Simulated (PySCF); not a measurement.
## Calculated data, B2GeH6N

All values are calculated (PySCF 2.14.0). Calculation on a computer-drawn molecule: the log of a Hartree-Fock and frozen-core CCSD(T) single point meant for a local Hartree-Fock minimum, with one planted fault or none, to be diagnosed. Offsets are logged minus clean, where the clean run is the same molecule without the fault. The reference is restricted for singlets and unrestricted otherwise, and also for a bond in bohr or an excited solution. Adding or removing an electron swaps singlet and doublet. The excited solution moves the top pair (singlet) or top alpha electron (doublet) to the lowest empty orbital. Highest occupied and lowest empty are orbital energies over both spins, largest force is the largest gradient component, triples share is (T) over the correlation energy, the T1 limit is 0.02 restricted and 0.045 unrestricted, electrons count all cores, a negative frequency is imaginary (commonest isotopes), and the dipole is about the centre of nuclear charge; on germanium a core potential holds 10 electrons, which the energies leave out, and 3d is frozen in MP2 and coupled-cluster steps.

### B2GeH6N

Logged structure:
```xyz
10
B2GeH6N
B     -2.6040     2.5242     1.2509
B     -1.8118     1.1754     0.8648
Ge    -0.8370    -0.5832     0.4010
N      0.9584    -0.4137     0.7931
H     -2.3765     3.5556     0.6764
H     -3.4340     2.5149     2.1214
H     -0.9203    -0.9018    -1.0935
H     -1.5455    -1.7068     1.1825
H      1.5004    -1.2351     0.5827
H      1.1466    -0.1579     1.7477
```

| Property | Result |
| --- | --- |
| meant charge | 0 |
| meant multiplicity | 2 |
| meant basis | cc-pVDZ |
| meant basis and core potential on germanium | cc-pVDZ-PP ECP10MDF |
| logged electrons | 56 |
| logged basis functions | 95 |
| logged SCF converged | yes |
| logged spin squared | 0 |
| logged highest occupied | -0.95158 eV |
| logged lowest empty | 7.3445 eV |
| logged largest force | 0.036021 hartree/bohr |
| logged T1 diagnostic | 0.01745 |
| logged D1 diagnostic | 0.056459 |
| logged triples share | 0.032247 |
| logged CC converged | yes |
| logged dipole magnitude | 9.8258 debye |
| logged SCF stable within its kind | yes |
| logged energy HF | -400.60621 hartree |
| logged energy CCSD(T) | -401.12984 hartree |
| possible faults | no fault, one electron removed, one electron added, multiplicity raised by two, geometry at a saddle point, SCF held on an excited solution, minimal basis STO-3G, one bond length entered in bohr, all coordinates scaled |
| planted fault | one electron added |
| HF energy offset from clean run | 3.297 kcal/mol |
| CCSD(T) energy offset from clean run | -23.82 kcal/mol |

Drawn bonds:
```csv
atom,other atom,order
1,2,1
2,3,1
3,4,1
1,5,1
1,6,1
3,7,1
3,8,1
4,9,1
4,10,1
```
